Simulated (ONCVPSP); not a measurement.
# Before and after: ONCV potential for Nb

niobium (Nb), optimised norm-conserving Vanderbilt (ONCV), made with ONCVPSP 4.0.1 (PBE, scalar-relativistic). Core [Ar] 3d10, reference 4s2 4p6 4d4 5s1. Waves: 4s+5s: rc 1.60 bohr, ncon 4, nbas 8, qcut 6.8 1/bohr, 2 projectors; 4p: rc 1.45 bohr, ncon 3, nbas 8, qcut 6.9 1/bohr, 1 projector; 4d: rc 2.00 bohr, ncon 5, nbas 9, qcut 7.6 1/bohr, 3 projectors, debl 2.2 Ha. Local part: polynomial inside 1.25 bohr (lpopt 5, dvloc0 -1 Ha). Core correction: Teter function, fcfact 2, rcfact 1.6.

All-electron outer shells of the reference configuration (PBE, scalar-relativistic, ld1.x):

| shell | level (eV) | outermost node (bohr) | outermost maximum (bohr) |
| --- | --- | --- | --- |
| 3d | -196.29 | – | 0.33 |
| 4s | -58.39 | 0.53 | 1.04 |
| 4p | -34.52 | 0.54 | 1.12 |
| 5s | -3.98 | 1.41 | 3.08 |
| 4d | -3.04 | 0.55 | 1.49 |

Change: p: rc 0.98; local potential polynomial inside 0.98 bohr (lpopt 5, dvloc0 -1 Ha).

Cutoffs: the cutoffs (Ha) at which the residual kinetic energy of the hardest occupied pseudo-wave falls to 1 and 0.1 mHa per electron; they do not see the model core or the augmentation charge, which bear on the density cutoff. Errors are all-electron minus pseudo energies relative to the spin-unpolarised reference configuration.

**Question.** What does the change do?

**Answer.** The potential gets harder (19 Ha and 24 Ha → 30 Ha and 111 Ha); the errors of the 3 common tests hardly move; the range in which the s phases agree narrows (upper end at the end of the scan → 2.4); neither file shows a bound ghost. A smaller radius makes the pseudo-wave follow the all-electron one further in, where it bends more sharply, so more plane waves are needed.

| quantity | base | changed |
| --- | --- | --- |
| cutoff, loose | 19 Ha | 30 Ha |
| cutoff, tight | 24 Ha | 111 Ha |
| loose cutoff by channel | s 19 Ha, p 18 Ha, d 17 Ha | s 19 Ha, p 30 Ha, d 17 Ha |
| bound ghosts | none | none |
| GHOST(+) flags under 300 eV | s at 177.3 eV | s at 89.4 eV |
| tests with a reliable result | 3 of 4 | 3 of 4 |
| error for 4s2 4p6 4d4 5s0, meV [ΔE 6.64 eV] | -1.9 | -1.9 |
| error for 4s2 4p6 4d3 5s0, meV [ΔE 20.68 eV] | -0.7 | -0.8 |
| error for 4s2 4p6 4d4.5 5s0.5, meV [ΔE 0.56 eV] | -1.3 | -1.3 |
| s: phases at 1.62 bohr within 0.05 rad from the reference energy up to (Ha; the scan ends near 5) | to the end of the scan | 2.4 |
| d: phases at 2.03 bohr within 0.05 rad from the reference energy up to (Ha; the scan ends near 5) | to the end of the scan | to the end of the scan |
| rms error of d²Exc/dni dnj with the model core, mHa | 1.04 | 1.04 |
